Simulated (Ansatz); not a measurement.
`C[CH](C)[In]([OH])[SH]` → `C[CH]C`• + `[OH][In][SH]`•  (homolysis of the C–In bond)

Computed with Ansatz on PBE0-D4/def2-TZVP structures; ΔE is electronic, products minus reactants. CCSD(T)/CBS is the MP2 limit (def2-TZVPP, def2-QZVPP) plus CCSD(T) − MP2 in def2-TZVPP, frozen cores. Functionals use def2-TZVPP. Open shells (•) are unrestricted, without spin–orbit coupling. def2 core potentials past Kr. For In outer-core shells are correlated without core-valence functions, which leaves a few kJ/mol of doubt a bond. One conformer a species, not always the lowest.

```tsv
level	ΔE (kJ/mol)
PBE-D4	214.1
ωB97X-V	238.0
B2PLYP	213.9
CCSD(T)/def2-TZVPP	241.6
```

Q: What does CCSD(T)/CBS give? (An estimate is asked.)

A: The calculation gave: +251.9 kJ/mol. The listed levels differ from it by -37.8, -13.9, -38.0, -10.3 kJ/mol.

Largest T1 diagnostic among the species: 0.020.

In def2-TZVPP, CCSD(T) changes the Hartree–Fock value by +122.7 kJ/mol (the triples alone add +11.8 kJ/mol) and MP2 by +144.8 kJ/mol; breaking electron pairs costs correlation energy, which Hartree–Fock lacks. The D4 term adds +17.2 kJ/mol with B3LYP and +9.9 kJ/mol with PBE0; it sums over pairs of atoms, weighted by their polarisabilities, and B3LYP, whose exchange is more repulsive, gets the larger term.

B3LYP here is the variant with VWN-RPA as its local correlation; programs differ in this.
